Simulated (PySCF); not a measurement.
H4GeOSi (SMILES [OH][Ge][SiH3]), singlet, geometry from GFN2-xTB, with bond 3-2 at 1.4 times its length; CASCI(6,4)/6-31G (PySCF).

Here is a job for PySCF.
```python
from pyscf import gto, scf, mcscf
import numpy

mol = gto.Mole()
mol.atom = '''
    Ge    0.10517710   -0.42870975    0.63876392
    O     1.05401629   -1.30243574   -0.57312911
    H     1.23784732   -1.00110484   -1.86363837
    Si   -0.72812118    1.40637456   -0.78052652
    H    -1.43039825    2.47875116   -0.06239091
    H    -1.68173669    0.96166756   -1.81538089
    H     0.32270971    2.09573477   -1.55534777
'''
mol.basis = '6-31g'
mol.verbose = 4
mol.build()

mf = scf.RHF(mol)
mf.kernel()
mc = mcscf.CASCI(mf, 4, 6)
mc.fix_spin_(ss=0.0)
mc.kernel()
occ = numpy.linalg.eigvalsh(mc.fcisolver.make_rdm1(mc.ci, mc.ncas, mc.nelecas))[::-1]
ss = mc.fcisolver.spin_square(mc.ci, mc.ncas, mc.nelecas)[0]
print('natural occupations', occ.round(4), ' <S^2>', round(ss, 4))
```

Output, abridged:

```
PySCF version 2.14.0

[INPUT] verbose = 4
[INPUT] num. atoms = 7
[INPUT] num. electrons = 58
[INPUT] charge = 0
[INPUT] spin (= nelec alpha-beta = 2S) = 0
[INPUT] symmetry False subgroup None
[INPUT] Mole.unit = angstrom
[INPUT] Symbol           X                Y                Z      unit          X                Y                Z       unit  Magmom
[INPUT]  1 Ge     0.105177100000  -0.428709750000   0.638763920000 AA    0.198755913576  -0.810144014431   1.207088867054 Bohr   0.0
[INPUT]  2 O      1.054016290000  -1.302435740000  -0.573129110000 AA    1.991802118930  -2.461246843445  -1.083057051916 Bohr   0.0
[INPUT]  3 H      1.237847320000  -1.001104840000  -1.863638370000 AA    2.339192418827  -1.891813969577  -3.521766114531 Bohr   0.0
[INPUT]  4 Si    -0.728121180000   1.406374560000  -0.780526520000 AA   -1.375949615695   2.657662746956  -1.474981355760 Bohr   0.0
[INPUT]  5 H     -1.430398250000   2.478751160000  -0.062390910000 AA   -2.703060941557   4.684160823348  -0.117901732562 Bohr   0.0
[INPUT]  6 H     -1.681736690000   0.961667560000  -1.815380890000 AA   -3.178021757733   1.817288311279  -3.430572693869 Bohr   0.0
[INPUT]  7 H      0.322709710000   2.095734770000  -1.555347770000 AA    0.609832969638   3.960364745028  -2.939181313753 Bohr   0.0

nuclear repulsion = 236.983074818259
number of shells = 31
number of NR pGTOs = 174
number of NR cGTOs = 57
basis = 6-31g
ecp = {}

******** <class 'pyscf.scf.hf.RHF'> ********
method = RHF
initial guess = minao
damping factor = 0
level_shift factor = 0
DIIS = <class 'pyscf.scf.diis.CDIIS'>
diis_start_cycle = 1
diis_space = 8
diis_damp = 0
SCF conv_tol = 1e-09
SCF conv_tol_grad = None
SCF max_cycles = 50
direct_scf = True
direct_scf_tol = 1e-13
Set gradient conv threshold to 3.16228e-05
Initial guess from minao.
init E= -2439.91067111579
  HOMO = -0.187202323941444  LUMO = -0.0487499877693391  gap/eV = 3.76748
cycle= 1 E= -2440.89828389612  delta_E= -0.988  |g|= 0.547  |ddm|= 2.39
  HOMO = -0.306405349954613  LUMO = 0.018401379152853  gap/eV = 8.83844
cycle= 2 E= -2440.92215585158  delta_E= -0.0239  |g|= 0.515  |ddm|= 0.822
  HOMO = -0.313028857117565  LUMO = 0.00835963927348704  gap/eV = 8.74543
cycle= 3 E= -2440.97662455042  delta_E= -0.0545  |g|= 0.0385  |ddm|= 0.36
  HOMO = -0.311383339640164  LUMO = 0.0137559191488923  gap/eV = 8.84749
cycle= 4 E= -2440.97786479499  delta_E= -0.00124  |g|= 0.0134  |ddm|= 0.114
  HOMO = -0.31233762617176  LUMO = 0.0132042221820132  gap/eV = 8.85844
cycle= 5 E= -2440.97798265925  delta_E= -0.000118  |g|= 0.00545  |ddm|= 0.031
  HOMO = -0.313010305429009  LUMO = 0.0124302140481909  gap/eV = 8.85569
cycle= 6 E= -2440.97800881629  delta_E= -2.62e-05  |g|= 0.00124  |ddm|= 0.0186
  HOMO = -0.31279453624213  LUMO = 0.0125757518713638  gap/eV = 8.85378
cycle= 7 E= -2440.978010379  delta_E= -1.56e-06  |g|= 0.000349  |ddm|= 0.00397
  HOMO = -0.312832292204214  LUMO = 0.0125376690715302  gap/eV = 8.85377
cycle= 8 E= -2440.97801051841  delta_E= -1.39e-07  |g|= 0.000125  |ddm|= 0.00107
  HOMO = -0.312825884485015  LUMO = 0.01252610941048  gap/eV = 8.85328
cycle= 9 E= -2440.97801053949  delta_E= -2.11e-08  |g|= 3.83e-05  |ddm|= 0.000437
  HOMO = -0.312825336971899  LUMO = 0.012528657828228  gap/eV = 8.85333
cycle= 10 E= -2440.97801054165  delta_E= -2.16e-09  |g|= 1.03e-05  |ddm|= 0.000157
  HOMO = -0.312826795138701  LUMO = 0.0125273543595505  gap/eV = 8.85334
cycle= 11 E= -2440.97801054179  delta_E= -1.35e-10  |g|= 3.97e-06  |ddm|= 3.56e-05
  HOMO = -0.312826503571367  LUMO = 0.0125277895849591  gap/eV = 8.85334
Extra cycle  E= -2440.97801054179  delta_E= -3.64e-12  |g|= 2.85e-06  |ddm|= 7.8e-06
converged SCF energy = -2440.97801054179

******** <class 'pyscf.mcscf.casci.CASCI'> ********
CAS (3e+3e, 4o), ncore = 26, nvir = 27
natorb = False
canonicalization = True
sorting_mo_energy = False
******** <class 'pyscf.fci.addons.SpinPenaltyFCISolver'> ********
max. cycles = 200
conv_tol = 1e-08
davidson only = True
linear dependence = 1e-12
level shift = 0.001
max iter space = 12
nroots = 1
pspace_size = 400
spin = None
Density matrix diagonal elements [1.99980438 1.99799078 1.98967059 0.01253425]
CASCI converged
CASCI E = -2440.97998082464  E(CI) = -6.09901364025563  S^2 = 0.0000000
natural occupations [1.9998 1.9998 1.9879 0.0125]  <S^2> 0.0
```
